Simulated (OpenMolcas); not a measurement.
# Mo2+ in a point-charge field

Mo2+ among 6 point charges of -1.1 e arranged as an octahedron (Oh), 1.91 Å from the ion.

```yaml
Program: OpenMolcas
Method: "SS-CASPT2, IPEA 0.25 Eh, imaginary shift 0.1 Eh (closed shells correlated: 4s 4p)"
Basis: ANO-RCC-VDZP [6s5p3d1f]
Scalar_Hamiltonian: DKH2, point nucleus
Active_space: 4 electrons in 5 orbitals (4d)
State_averaging: 2S+1 = 5 even, 5 roots; 2S+1 = 3 even, 45 roots; 2S+1 = 1 even, 50 roots
Spin-orbit_coupling: state interaction with AMFI integrals over the reference wave functions
```

The lowest spin-free states (labels of O, the rotations of Oh), above the lowest:

| State | Degeneracy | E (cm-1) | Free-ion L (%) |
| --- | --- | --- | --- |
| 5E | 2 | 0 | D (100) |
| 3T1 | 3 | 2740 | H (42) |
| 1T2 | 3 | 9370 | G (52) |
| 1E | 2 | 10380 | I (64) |
| 3T1 | 3 | 12830 | H (46) |
| 5T2 | 3 | 13130 | D (100) |
| 3T2 | 3 | 13410 | F (55) |
| 3E | 2 | 13640 | H (88) |
| 1A1 | 1 | 14290 | G (41) |
| 3A2 | 1 | 15050 | F (100) |
| 3A1 | 1 | 15180 | G (100) |
| 3E | 2 | 17730 | G (51) |
| 1T2 | 3 | 19870 | I (61) |
| 1A2 | 1 | 20360 | I (93) |
| 1T1 | 3 | 20950 | G (45) |
| 1E | 2 | 21500 | D (53) |
| 3T1 | 3 | 22570 | G (41) |
| 3T2 | 3 | 24140 | G (31) |
| 3T2 | 3 | 27620 | H (36) |
| 3T1 | 3 | 27910 | F (41) |

The lowest levels with spin-orbit coupling:

```
E (cm-1)  Degeneracy  Label      2S+1
       0           1     A1  5 (86 %)
     160           3     T1         5
     290           2      E         5
     370           3     T2         5
     460           1     A2         5
    2890           1     A1  3 (86 %)
    3140           3     T1         3
    3430           3     T2         3
    3520           2      E         3
    9580           3     T2         1
   10550           2      E  1 (89 %)
   12080           1     A1  3 (68 %)
   12410           3     T1  3 (61 %)
   12920           3     T1  3 (50 %)
   12920           3     T2  5 (71 %)
   12970           2      E  5 (50 %)
   13420           3     T2  5 (63 %)
   13710           2      E         3
   13790           3     T1  5 (56 %)
   13800           1     A1  5 (69 %)
```

Powder χT (cm3 K/mol): 0.046 at 2 K, 0.23 at 10 K, 1.13 at 50 K, 1.89 at 100 K, 2.44 at 200 K, 2.6 at 300 K. The effective moment at 300 K is 2.828 √(χT) = 4.56 μB.

A least-squares ligand-field fit to the states below 45000 cm-1, each weighted by its degeneracy and with a free common offset, gives 10Dq = 13474 cm-1, B = 544 cm-1 and C = 2597 cm-1 (C/B = 4.77), with an rms deviation of 613 cm-1.

Roots that are degenerate in the reference are averaged as groups; the widest CASPT2 spread within a group is 360 cm-1 (the 2-fold group of multiplicity 1 near 61900 cm-1 above the lowest state of its run). Shifts and gaps below about the spread of the groups concerned are not significant. An orbital doublet at a regular site is open to a Jahn-Teller distortion, which this geometry leaves out. This shell can be high or low spin here, a state of another spin lies low, and with metal d orbitals alone active their balance is uncertain, so the ground spin may be wrong. Point charges give a weaker field than real ligands, and real ions of this kind are as a rule low spin; the high spin found here belongs to the model. Free-ion shares, where given, are those of the reference states; single-state CASPT2 does not remix them. Point charges carry no covalency, so the field is a model and not that of real ligands. No measured value stands beside these numbers.

The CASPT2 steps took 5.5 s on 1 thread of Arm Neoverse V2 (shared host); the integral step is not counted.
